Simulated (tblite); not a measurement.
Species: C7H9FO.
SMILES with atom numbers: `[CH2:1]=[C:2]1[C:3](=[CH2:4])[C@@H:5]([O:6][CH3:7])[C@@H:8]1[F:9]` (hydrogens: H10, H11 on C1; H12, H13 on C4; H14 on C5; H15, H16, H17 on C7; H18 on C8)

Computed with GFN2-xTB (tblite), gas phase: Langevin dynamics at 600 K from the optimised GFN2-xTB geometry, time step 0.5 fs, friction 0.01 fs⁻¹, 2000 steps. The instantaneous temperature is 2·E(kin)/(3Nk) with all 3N coordinates.

```tsv
t (fs)	T (K)	E(pot) above start (eV)	C1=C2 (Å)	C2–C3 (Å)	C3=C4 (Å)	C3–C5 (Å)	C5–O6 (Å)	C1–H10 (Å)	C3–C5–O6–C7 (°)
0	509	0.000	1.323	1.465	1.322	1.517	1.396	1.076	180
25	363	0.755	1.292	1.481	1.282	1.473	1.421	1.071	-176
50	354	0.846	1.361	1.450	1.348	1.511	1.421	1.095	175
75	303	1.152	1.347	1.420	1.350	1.511	1.357	1.110	-178
100	503	0.991	1.287	1.443	1.295	1.563	1.441	1.070	173
125	644	1.163	1.309	1.458	1.355	1.620	1.412	1.066	163
150	497	1.435	1.356	1.406	1.354	1.604	1.412	1.099	168
175	604	1.277	1.340	1.442	1.341	1.601	1.427	1.062	178
200	618	1.433	1.331	1.520	1.307	1.503	1.423	1.042	-170
225	389	1.602	1.325	1.462	1.301	1.479	1.487	1.075	-163
250	461	1.663	1.339	1.494	1.381	1.439	1.396	1.112	-166
275	584	1.384	1.362	1.517	1.326	1.505	1.408	1.088	-176
300	630	1.122	1.321	1.458	1.285	1.525	1.387	1.046	171
325	500	1.269	1.300	1.471	1.355	1.557	1.428	1.136	168
350	544	1.441	1.353	1.432	1.342	1.567	1.430	1.057	174
375	489	1.330	1.330	1.450	1.301	1.570	1.372	1.058	-167
400	524	1.171	1.313	1.534	1.327	1.492	1.372	1.174	-167
425	650	0.897	1.293	1.489	1.342	1.463	1.418	1.100	-173
450	469	1.167	1.353	1.556	1.301	1.457	1.475	1.003	-176
475	524	0.974	1.337	1.543	1.333	1.551	1.502	1.105	176
500	493	1.032	1.303	1.509	1.297	1.413	1.495	1.118	173
525	618	0.772	1.354	1.511	1.345	1.463	1.359	1.032	-173
550	408	0.930	1.341	1.451	1.300	1.556	1.343	1.085	-161
575	633	0.695	1.336	1.482	1.348	1.500	1.339	1.104	-152
600	580	0.980	1.288	1.448	1.356	1.542	1.379	1.055	-149
625	545	0.945	1.325	1.475	1.312	1.550	1.462	1.054	-147
650	525	0.963	1.358	1.512	1.340	1.525	1.437	1.112	-135
675	366	1.354	1.291	1.401	1.309	1.571	1.423	1.101	-146
700	497	1.187	1.311	1.491	1.336	1.641	1.401	1.075	-158
725	557	0.912	1.374	1.405	1.311	1.533	1.370	1.033	-179
750	515	0.626	1.312	1.411	1.308	1.533	1.408	1.105	172
775	403	1.159	1.317	1.542	1.317	1.572	1.369	1.110	-177
800	548	1.111	1.362	1.442	1.347	1.541	1.324	1.088	-179
825	674	0.972	1.361	1.440	1.382	1.510	1.362	1.084	-172
850	619	1.384	1.309	1.519	1.305	1.538	1.389	1.109	-164
875	757	0.816	1.337	1.461	1.289	1.520	1.486	1.044	-170
900	524	1.464	1.358	1.415	1.348	1.501	1.451	1.119	-173
925	679	1.016	1.308	1.530	1.331	1.576	1.437	1.098	-174
950	514	1.071	1.317	1.419	1.310	1.544	1.398	1.065	180
975	467	1.046	1.342	1.486	1.354	1.503	1.406	1.095	170
1000	546	0.598	1.314	1.483	1.336	1.541	1.443	1.059	171
```

**Question.** From 500 fs on, how do temperature and potential energy compare with equipartition?

**Answer.** The mean temperature of these 21 frames is 546 K against the target 600 K, and the mean potential energy 1.00 eV against 48 × kT/2 = 1.24 eV for 48 classical harmonic modes. For 18 atoms in a canonical ensemble the temperature itself scatters by T·√(2/(3N)) = 115 K; here its standard deviation is 94 K. The whole run lasts only 10 friction times of 100 fs, so these averages carry a wide statistical error.

**Question.** What are the kinetic and total energies of the listed frame with the highest potential energy?

**Answer.** The one at 250 fs, 1.663 eV above the start. Its kinetic energy is 3NkT/2 = 1.074 eV at 461 K, so the sum is 2.74 eV; over the listed frames the sum runs from 1.18 to 2.87 eV, since the thermostat adds and removes energy.

**Question.** How much do the listed bonds fluctuate from 500 fs on?

**Answer.** 
```json
{"bond": "C1=C2", "at the start (Å)": "1.323", "mean (Å)": "1.330", "standard deviation (Å)": "0.024"}
{"bond": "C2–C3", "at the start (Å)": "1.465", "mean (Å)": "1.468", "standard deviation (Å)": "0.043"}
{"bond": "C3=C4", "at the start (Å)": "1.322", "mean (Å)": "1.328", "standard deviation (Å)": "0.024"}
{"bond": "C3–C5", "at the start (Å)": "1.517", "mean (Å)": "1.532", "standard deviation (Å)": "0.044"}
{"bond": "C5–O6", "at the start (Å)": "1.396", "mean (Å)": "1.404", "standard deviation (Å)": "0.047"}
{"bond": "C1–H10", "at the start (Å)": "1.076", "mean (Å)": "1.083", "standard deviation (Å)": "0.027"}
```

The motion is classical and holds no zero-point motion.

What follows is the cost of the whole dynamics run. Time: 14 s wall; peak memory 0.18 GiB. Hardware: one thread of an Intel Xeon Platinum 8488C, on a shared host.
